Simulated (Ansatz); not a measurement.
Compare A (`CC1[SiH2]C1=S`) with its isomer B (`C=C([SiH3])C=S`).

Computed with Ansatz on PBE0-D4/def2-TZVP structures; ΔE is electronic, products minus reactants. CCSD(T)/CBS is the MP2 limit (def2-TZVPP, def2-QZVPP) plus CCSD(T) − MP2 in def2-TZVPP, frozen cores. Functionals use def2-TZVPP. Each species was taken in one conformer, which may not be the lowest.

Problem. Which isomer does CCSD(T)/CBS put lower? Give the gap. (An estimate is asked.)

Solution. Ansatz gave: B, by 16.1 kcal/mol.

Problem. Give E(B) − E(A) in kcal/mol with PBE-D4, B2PLYP, ωB97M-V, CCSD(T)/def2-TZVPP, CCSD/def2-TZVPP, HF/def2-TZVPP, r2SCAN-D4. (Estimate.)

Solution. Computed: PBE-D4 -10.1, B2PLYP -16.1, ωB97M-V -14.4, CCSD(T)/def2-TZVPP -16.7, CCSD/def2-TZVPP -17.3, HF/def2-TZVPP -24.5, r2SCAN-D4 -11.6. None reverses the order clearly.

Largest T1 diagnostic: 0.016.

From PBE to PBE0 (25 % exact exchange), in def2-TZVPP and without D4, E(B) − E(A) moves by −0.9 kcal/mol. In def2-TZVPP, CCSD(T) changes the Hartree–Fock value by +7.7 kcal/mol (the triples alone add +0.6 kcal/mol) and MP2 by +10.4 kcal/mol.
